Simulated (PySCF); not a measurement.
PySCF job for Si(CCH)(Cl)(H)2 (C2H3ClSi), SMILES C#C[SiH2]Cl, TDA-LC-ωPBE/def2-SVPD. The structure is a stationary point at PBE0-D3(BJ)/def2-SVP.

```python
import numpy as np
from pyscf import gto, scf, dft, tdscf

mol = gto.M(
    atom='''
    Si    0.81808322    0.06794714    0.00000000
    Cl   -0.56872862    1.59904144   -0.00000000
    C    -0.04735503   -1.54012564    0.00000000
    C    -0.61424736   -2.61646507   -0.00000000
    H     1.65116797    0.18610416   -1.22483376
    H     1.65116797    0.18610416    1.22483375
    H    -1.11750023   -3.56762853   -0.00000000
    ''',
    basis='def2-SVPD',
    charge=0,
    spin=0,
    symmetry=True,
    max_memory=1600,
    verbose=4,
)
mf = dft.RKS(mol, xc='lc_wpbe').density_fit(auxbasis='def2-universal-jkfit')
mf.grids.level = 3
mf.conv_tol = 1e-9
mf.max_cycle = 100
mf.kernel()
mf.grids = dft.Grids(mol).set(level=1).build(with_non0tab=True)  # coarser grid for the response kernel
td = tdscf.TDA(mf)
td.singlet = True
td.nstates = 10
td.conv_tol = 1e-4
td.kernel(x0=td.get_init_guess(mf, 15))
td.analyze()
tt = tdscf.TDA(mf)
tt.singlet = False
tt.nstates = 4
tt.conv_tol = 1e-4
tt.kernel(x0=tt.get_init_guess(mf, 9))
tt.analyze(verbose=3)
```

Output:

```
PySCF version 2.14.0

[INPUT] verbose = 4
[INPUT] num. atoms = 7
[INPUT] num. electrons = 46
[INPUT] charge = 0
[INPUT] spin (= nelec alpha-beta = 2S) = 0
[INPUT] symmetry True subgroup None
[INPUT] Mole.unit = angstrom
[INPUT] Symbol           X                Y                Z      unit          X                Y                Z       unit  Magmom
[INPUT]  1 Si     0.818083220000   0.067947140000   0.000000000000 AA    1.545953232902   0.128401485547   0.000000000000 Bohr   0.0
[INPUT]  2 Cl    -0.568728620000   1.599041440000   0.000000000000 AA   -1.074741331002   3.021750383430   0.000000000000 Bohr   0.0
[INPUT]  3 C     -0.047355030000  -1.540125640000   0.000000000000 AA   -0.089488037321  -2.910415657020   0.000000000000 Bohr   0.0
[INPUT]  4 C     -0.614247360000  -2.616465070000   0.000000000000 AA   -1.160759283137  -4.944402396791   0.000000000000 Bohr   0.0
[INPUT]  5 H      1.651167970000   0.186104160000  -1.224833760000 AA    3.120255248954   0.351685893042  -2.314600354521 Bohr   0.0
[INPUT]  6 H      1.651167970000   0.186104160000   1.224833750000 AA    3.120255248954   0.351685893042   2.314600335624 Bohr   0.0
[INPUT]  7 H     -1.117500230000  -3.567628530000   0.000000000000 AA   -2.111769378838  -6.741840835885   0.000000000000 Bohr   0.0

nuclear repulsion = 173.821587784276
point group symmetry = Cs
symmetry origin: [-3.69729020e-09 -1.23243016e-09 -4.10810033e-10]
symmetry axis x: [ 1.00000000e+00  2.19719579e-10 -7.92053709e-10]
symmetry axis y: [ 2.19719579e-10 -1.00000000e+00  1.71307837e-11]
symmetry axis z: [-7.92053709e-10 -1.71306819e-11 -1.00000000e+00]
num. orbitals of irrep A' = 78
num. orbitals of irrep A" = 37
number of shells = 49
number of NR pGTOs = 177
number of NR cGTOs = 115
basis = def2-SVPD
ecp = {}


[settings echo left out]
init E= -827.322969814034
HOMO (A") = -0.334670198849726  LUMO (A') = -0.0343264588226218  gap/eV = 8.17277
cycle= 1 E= -827.082021981784  delta_E= 0.241  |g|= 0.347  |ddm|=  5.8
HOMO (A') = -0.407455717447732  LUMO (A') = 0.0313128583628042  gap/eV = 11.93950
cycle= 2 E= -827.113260277788  delta_E= -0.0312  |g|= 0.188  |ddm|= 1.25
HOMO (A") = -0.420072374791649  LUMO (A') = 0.0418440789270811  gap/eV = 12.56939
cycle= 3 E= -827.122870469313  delta_E= -0.00961  |g|= 0.029  |ddm|= 0.453
HOMO (A") = -0.416789554944786  LUMO (A') = 0.0464795320204567  gap/eV = 12.60619
cycle= 4 E= -827.123105045971  delta_E= -0.000235  |g|= 0.0206  |ddm|= 0.231
HOMO (A") = -0.416839257692662  LUMO (A') = 0.0461318801880246  gap/eV = 12.59809
cycle= 5 E= -827.123209537495  delta_E= -0.000104  |g|= 0.00415  |ddm|= 0.0416
HOMO (A") = -0.41708335908459  LUMO (A') = 0.0459443863689932  gap/eV = 12.59963
cycle= 6 E= -827.123215425144  delta_E= -5.89e-06  |g|= 0.000623  |ddm|= 0.0226
HOMO (A") = -0.417119812231277  LUMO (A') = 0.0459737234460498  gap/eV = 12.60142
cycle= 7 E= -827.12321564902  delta_E= -2.24e-07  |g|= 0.000212  |ddm|= 0.00284
HOMO (A") = -0.417092561918134  LUMO (A') = 0.0459872053087405  gap/eV = 12.60104
cycle= 8 E= -827.123215681044  delta_E= -3.2e-08  |g|= 6.87e-05  |ddm|= 0.000888
HOMO (A") = -0.417102372954593  LUMO (A') = 0.0459815903735663  gap/eV = 12.60116
cycle= 9 E= -827.123215686467  delta_E= -5.42e-09  |g|= 2.6e-05  |ddm|= 0.000224
HOMO (A") = -0.417097504208626  LUMO (A') = 0.0459837990827299  gap/eV = 12.60108
cycle= 10 E= -827.123215687617  delta_E= -1.15e-09  |g|= 9.66e-06  |ddm|= 8.93e-05
HOMO (A") = -0.417098576938927  LUMO (A') = 0.0459826859956385  gap/eV = 12.60108
cycle= 11 E= -827.123215687767  delta_E= -1.5e-10  |g|= 2.38e-06  |ddm|= 3.74e-05
HOMO (A") = -0.417098154550162  LUMO (A') = 0.0459829113500936  gap/eV = 12.60108
Extra cycle  E= -827.123215687769  delta_E= -2.16e-12  |g|= 1.2e-06  |ddm|= 7.19e-06
converged SCF energy = -827.123215687769
tot grids = 30504


******** <class 'pyscf.tdscf.rks.TDA'> for <class 'pyscf.df.df_jk.DFSymAdaptedRKS'> ********
nstates = 10 singlet
deg_eia_thresh = 1.000e-03
wfnsym = None
conv_tol = 0.0001
eigh lindep = 1e-12
eigh level_shift = 0
eigh max_cycle = 100


Excitation energies (eV)
[5.91336629 6.29263972 6.35141461 7.72683594 8.02369959 8.68074851
 8.87448251 8.96553378 9.01528372 9.25812481]

** Singlet excitation energies and oscillator strengths **
Excited State   1:   A"      5.91337 eV    209.67 nm  f=0.0001
      21 -> 24       -0.20164
      22 -> 25       -0.24255
      23 -> 24        0.55667
      23 -> 29        0.17315
      23 -> 31       -0.12874
Excited State   2:   A'      6.29264 eV    197.03 nm  f=0.0027
      21 -> 25       -0.18058
      22 -> 24       -0.46232
      22 -> 29       -0.14377
      22 -> 31        0.10944
      23 -> 25        0.42694
Excited State   3:   A"      6.35141 eV    195.21 nm  f=0.0002
      20 -> 25       -0.11990
      22 -> 25       -0.61760
      22 -> 34        0.10953
      23 -> 24       -0.23342
Excited State   4:   A"      7.72684 eV    160.46 nm  f=0.0047
      21 -> 24        0.59177
      23 -> 24        0.26592
      23 -> 29       -0.10554
      23 -> 31        0.10326
Excited State   5:   A'      8.02370 eV    154.52 nm  f=0.0215
      20 -> 24        0.64248
      20 -> 35        0.10034
      22 -> 24       -0.15797
Excited State   6:   A"      8.68075 eV    142.83 nm  f=0.0047
      23 -> 26       -0.60416
      23 -> 27       -0.13911
      23 -> 28       -0.21923
Excited State   7:   A'      8.87448 eV    139.71 nm  f=0.0822
      22 -> 24        0.16534
      22 -> 26       -0.59217
      22 -> 27       -0.19440
      22 -> 33       -0.10075
      23 -> 25        0.12529
Excited State   8:   A"      8.96553 eV    138.29 nm  f=0.0037
      17 -> 25        0.15978
      20 -> 25       -0.46955
      21 -> 28        0.18147
      23 -> 26       -0.19328
      23 -> 28        0.30078
Excited State   9:   A'      9.01528 eV    137.53 nm  f=0.2927
      21 -> 25        0.45289
      22 -> 24        0.19789
      22 -> 26        0.15013
      23 -> 25        0.41096
Excited State  10:   A"      9.25812 eV    133.92 nm  f=0.0073
      19 -> 24       -0.33618
      20 -> 25       -0.24981
      21 -> 26        0.18303
      21 -> 27       -0.17618
      21 -> 28       -0.12595
      21 -> 29        0.11319
      21 -> 31        0.10038
      21 -> 35       -0.10915
      23 -> 26        0.13129
      23 -> 28       -0.23974
      23 -> 31        0.25118

** Transition electric dipole moments (AU) **
state          X           Y           Z        Dip. S.      Osc.
  1         0.0000     -0.0000     -0.0237      0.0006      0.0001
  2        -0.0409      0.1268      0.0000      0.0177      0.0027
  3        -0.0000      0.0000      0.0379      0.0014      0.0002
  4         0.0000     -0.0000      0.1579      0.0249      0.0047
  5         0.2774      0.1803      0.0000      0.1094      0.0215
  6        -0.0000     -0.0000     -0.1483      0.0220      0.0047
  7        -0.5783     -0.2084     -0.0000      0.3778      0.0822
  8         0.0000      0.0000     -0.1291      0.0167      0.0037
  9        -0.6302     -0.9633     -0.0000      1.3251      0.2927
 10         0.0000     -0.0000     -0.1791      0.0321      0.0073

** Transition velocity dipole moments (imaginary part, AU) **
state          X           Y           Z        Dip. S.      Osc.
  1         0.0000     -0.0000     -0.0010      0.0000      0.0000
  2        -0.0097      0.0238      0.0000      0.0007      0.0019
  3        -0.0000      0.0000      0.0068      0.0000      0.0001
  4         0.0000     -0.0000      0.0875      0.0077      0.0180
  5         0.1162      0.0637     -0.0000      0.0176      0.0397
  6         0.0000     -0.0000     -0.0543      0.0029      0.0062
  7        -0.1562     -0.0148     -0.0000      0.0246      0.0503
  8         0.0000      0.0000     -0.0586      0.0034      0.0069
  9        -0.1193     -0.2278     -0.0000      0.0661      0.1330
 10        -0.0000     -0.0000     -0.0917      0.0084      0.0165

** Transition magnetic dipole moments (imaginary part, AU) **
state          X           Y           Z
  1        -0.1813     -0.2096      0.0000
  2        -0.0000      0.0000     -0.0555
  3         0.0199      0.0418     -0.0000
  4        -0.9702     -0.7298      0.0000
  5        -0.0000     -0.0000      0.7230
  6        -1.0471      0.9534      0.0000
  7        -0.0000      0.0000      1.4935
  8         0.2562     -0.5274     -0.0000
  9         0.0000     -0.0000      0.6276
 10        -0.6132     -0.2529     -0.0000


******** <class 'pyscf.tdscf.rks.TDA'> for <class 'pyscf.df.df_jk.DFSymAdaptedRKS'> ********
nstates = 4 triplet
deg_eia_thresh = 1.000e-03
wfnsym = None
conv_tol = 0.0001
eigh lindep = 1e-12
eigh level_shift = 0
eigh max_cycle = 100


Excitation energies (eV)
[4.70657608 5.21453583 5.2437277  5.99636486]

** Triplet excitation energies and oscillator strengths **
Excited State   1:   A'      4.70658 eV    263.43 nm  f=0.0000
Excited State   2:   A"      5.21454 eV    237.77 nm  f=0.0000
Excited State   3:   A'      5.24373 eV    236.44 nm  f=0.0000
Excited State   4:   A"      5.99636 eV    206.77 nm  f=0.0000
```

The run converged.
